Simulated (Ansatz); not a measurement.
A run for Ansatz (an electronic-structure program): U-CCSD(T)/def2-SVP on ClGa (SMILES [Cl][Ga]), 2S+1 = 3, a spin state set in the input, which need not be the lowest, at the other state's geometry. The run froze 19 orbitals, filled d shells among them.

Ansatz 0.2 input:
```yaml
crystal:
  periodic: [false, false, false]
  atoms:
    - {symbol: Cl, position_ang: [-0.00000000, -0.00000000, -1.44595232]}
    - {symbol: Ga, position_ang: [0.00000000, 0.00000000, 0.79294160]}
basis:
  gaussian:
    orbitals: def2-SVP
magnetization: {spin_polarized: true, initial_magnetization: 2}
correlation: {method: ccsd_t, electrons: outside_noble_gas}
scf: {omitted_lower_state_checks: [cluster_reference]}
```

Problem. What total energy does the run end on?

Solution. -2382.5056 hartree (reference determinant -2382.3270, T1 diagnostic 0.019).
